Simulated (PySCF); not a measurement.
## Dipole moment and polarisability of `[SiH3]Oc1ccc(Br)cc1`

Compound: C6H7BrOSi.
Cartesian coordinates in Å at the PBE0-D3(BJ)/def2-SVP level; atoms count from 1:
```
atom  x, y, z in Å
Si1    3.2287   -0.2998    0.1051
O2     1.8331    0.6318    0.0233
C3     0.5436    0.2338    0.0339
C4     0.1637   -1.1079    0.1441
C5    -1.1842   -1.4603    0.1513
C6    -2.1568   -0.4695    0.0479
Br7   -3.9842   -0.9422    0.0579
C8    -1.7886    0.8720   -0.0638
C9    -0.4435    1.2198   -0.0705
H10    4.3466    0.6749    0.0397
H11    3.2858   -1.2533   -1.0427
H12    3.2692   -1.0695    1.3839
H13    0.9210   -1.8923    0.2266
H14   -1.4757   -2.5083    0.2383
H15   -2.5558    1.6438   -0.1460
H16   -0.1329    2.2624   -0.1575
```

Level: B3LYP/def2-SVPD (PySCF), static field, nuclei fixed, core orbitals frozen in the response. The polarisability tensor in these axes (au):

```
x   179.72   8.35   0.84
y     8.35 115.61  -2.97
z     0.84  -2.97  80.59
```

**Question.** What are the eigenvalues, a third of the trace, and Δα (Δα² = ½Σ(αi − αj)² over the three pairs)?

**Answer.** Principal values 80.32, 114.81 and 180.79 au; mean 125.31 au = 18.57 Å³ = 20.66 × 10⁻⁴⁰ C²·m²/J; Δα = 88.42 au (71 % of the mean).

**Question.** What is the dipole moment, and where does it point?

**Answer.** (2.14, -0.20, 0.04) D, 2.15 D in size, pointing from the negative to the positive side. Measured along this direction, the outermost atoms are Br7 at the negative end and H10 at the positive end.

**Question.** Along which axes do the principal values lie, and how far do the nuclei extend along each?

**Answer.** Largest value along (0.99, 0.13, 0.00), where the nuclei span 8.47 Å; middle along (-0.13, 0.99, -0.09), 4.58 Å; least along (-0.02, 0.09, 1.00), 2.43 Å. The response follows the extents in order.

**Question.** What would n − 1 = 2πNα be for an ideal gas of these molecules at 273.15 K and 1 atm, electronic part alone?

**Answer.** N = p/kT = 2.6868 × 10¹⁹ cm⁻³, so n − 1 = 2π × N × 18.57 × 10⁻²⁴ cm³ = 3135 × 10⁻⁶ at long wavelengths.

**Question.** How large is μ²/3kT at 298 K beside α?

**Answer.** In Gaussian units μ²/3kT = 37.55 Å³ against 18.57 Å³, a ratio of 2.02; the Debye molar polarisation (4π/3)N_A(α + μ²/3kT) is 141.6 cm³/mol, leaving out the vibrational part.

**Question.** What depolarisation ratio follows for Rayleigh scattering of linearly polarised light, taking the static tensor?

**Answer.** ρ = 3Δα²/(45ᾱ² + 4Δα²) = 23456.1/(706600 + 31274.9) = 0.0318.

**Question.** Molar refractivity from α?

**Answer.** Lorentz–Lorenz: R = (4π/3)N_A α = 2.5225 cm³/(mol·Å³) × 18.57 Å³ = 46.8 cm³/mol, in the limit of long wavelengths.

Isolated species at its PBE0-D3(BJ)/def2-SVP geometry (one conformer only). The calculation is non-relativistic, for bromine too.

The run behind these numbers computed excited states as well. On an Arm Neoverse V2 with one thread, shared host, this took 1.7 min of wall time.
